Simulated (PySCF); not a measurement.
Property card for `N#CC1=CC=CN1[SiH3]`

C5H6N2Si.
Structure used (PBE0-D3(BJ)/def2-SVP), in Å, numbered top down from 1:
```
atom  x, y, z in Å
N1    -1.190    2.897    0.766
C2    -0.472    2.041    0.447
C3     0.379    0.978    0.055
C4     1.759    0.939   -0.063
C5     2.097   -0.366   -0.490
C6     0.918   -1.071   -0.616
N7    -0.138   -0.263   -0.286
Si8   -1.869   -0.716   -0.301
H9     2.432    1.769    0.141
H10    3.096   -0.751   -0.684
H11    0.752   -2.103   -0.919
H12   -2.594    0.144   -1.272
H13   -2.430   -0.556    1.066
H14   -1.871   -2.141   -0.727
```

Structural features include: nitrile, pyrrole-type ring nitrogen and Si–H bond.

**PBE0-D3(BJ)/def2-SVP geometry optimisation, gas phase (PySCF)**

| Item | Value |
| --- | --- |
| Point group | Cs |
| Rotational constants A, B, C | 2.162, 1.907, 1.026 GHz |

B3LYP/def2-SVPD ground state, ΔSCF and vertical TDDFT (core frozen in the response) (PySCF):

| Property | Result |
| --- | --- |
| Dipole moment | 4.29 D |
| HOMO energy | -6.72 eV |
| LUMO energy | -1.20 eV |
| HOMO–LUMO gap | 5.52 eV |
| Lowest singlet excitation | 5.26 eV (236 nm, f = 0.000) |
| Strongest line among the 10 lowest singlet transitions | S2 at 5.30 eV (234 nm, f = 0.245) |
| Lowest triplet excitation (Tamm–Dancoff) | 3.58 eV |
| Static isotropic polarisability | 96.4 au |
| Vertical ionisation energy | 8.75 eV |
| Electronic spatial extent ⟨r²⟩ about the centre of nuclear charge | 1105 bohr² |

PBE0/pcSseg-1 ground state and GIAO shieldings, non-relativistic (PySCF):

| Item | Value |
| --- | --- |
| Lowest Hirshfeld atomic charge | -0.22 e on N1 |
| Highest Hirshfeld atomic charge | +0.39 e on Si8 |
| 13C chemical shifts (computed TMS as zero) by class | 135.5 (C6), 130.7 (C4), 119.4 (C2), 117.7 (C5), 112.6 (C3) ppm |
| 1H chemical shifts (computed TMS as zero) by class | 7.15 (H9), 6.76 (H11), 6.47 (H10), 5.09 (H12/H13/H14) ppm |
| Isotropic shieldings of nuclei other than C and H, by class | -63 (N1), 87 (N7), 394 (Si8) ppm |
| Mayer bond orders between heavy atoms | N1–C2 2.97, C2–C3 1.03, C3–C4 1.41, C4–C5 1.39, C5–C6 1.50, C6–N7 1.18, N7–Si8 0.77, N7–C3 1.03 |

Monoisotopic mass from the formula: 122.0300 u.

The largest Löwdin shares of the LUMO are 0.16 on N1, 0.15 on C4, 0.14 on C6 and 0.14 on C3. The dipole matches unit charges of opposite sign 0.89 Å apart (1 e·Å = 4.8032 D). The rotational constants make it an asymmetric top with κ = (2B − A − C)/(A − C) = 0.55, nearer the oblate limit (+1). A dipole of 4.29 D is allowed in Cs, and pure rotational transitions are dipole-allowed. The largest Löwdin shares of the HOMO are 0.23 on C6, 0.22 on C3, 0.14 on C5 and 0.13 on N1.

 NMR classes are plain means over equivalent atoms (diastereotopic ones count apart unless rotation or inversion swaps them), as if these changed places fast; in this geometry the members of some classes differ.
